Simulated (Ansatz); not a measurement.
Reaction (ligand exchange at the Si–S bond): `CC#CS[SiH3]` + `FBN[SiH3]` → `FBN([SiH3])[SiH3]` + `CC#CS`

Program: Ansatz. Geometries: PBE0-D4/def2-TZVP. ΔE: electronic, gas phase. CCSD(T)/CBS is the MP2 limit (def2-TZVPP, def2-QZVPP) plus CCSD(T) − MP2 in def2-TZVPP, frozen cores. Functionals use def2-TZVPP. B3LYP here is the variant with VWN-RPA as its local correlation; programs differ in this. Each species was taken in one conformer, which may not be the lowest.

| level | ΔE (eV) |
| --- | --- |
| PBE-D4 | 0.24 |
| r2SCAN-D4 | 0.19 |
| ωB97X-V | 0.14 |
| B3LYP | 0.19 |
| HF/def2-TZVPP | 0.12 |
| CCSD/def2-TZVPP | 0.11 |
| HF/def2-QZVPP | 0.11 |
| MP2/def2-QZVPP | 0.16 |

**Question.** What does CCSD(T)/CBS give? (Estimate.)

**Answer.** Ansatz gave: +0.14 eV. The listed levels differ from it by 0.10, 0.05, 0.00, 0.05, -0.02, -0.03, -0.03, 0.02 eV.

Largest T1 diagnostic among the species: 0.012.

The D4 term adds −0.04 eV with B3LYP and −0.02 eV with PBE0; it sums over pairs of atoms, weighted by their polarisabilities, and B3LYP, whose exchange is more repulsive, gets the larger term.
